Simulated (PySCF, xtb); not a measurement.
Nb(S)(OH)2(Me) (CH₅NbO₂S), SMILES [CH3][Nb]([OH])([OH])=[S], multiplicity 1.

xtb with GFN2-xTB at its own geometry gives an orbital gap of 1.54 eV and a dipole moment of 6.37 D.

Geometry optimised at B3LYP-D3(BJ)/def2-SVP. The spin state was assumed, not searched. The structure was generated by enumeration; whether it is a known compound was not checked. The def2 effective core potentials stand for the cores of Nb; spin–orbit coupling is left out. One conformer was computed; it need not be the lowest.

### Question
What does CAM-B3LYP/def2-TZVP (PySCF) give? (An estimate is asked for; the answer gives what the named calculation found.)

### Answer
gap 8.14 eV (levels -8.80 and -0.66 eV), dipole 1.66 D.
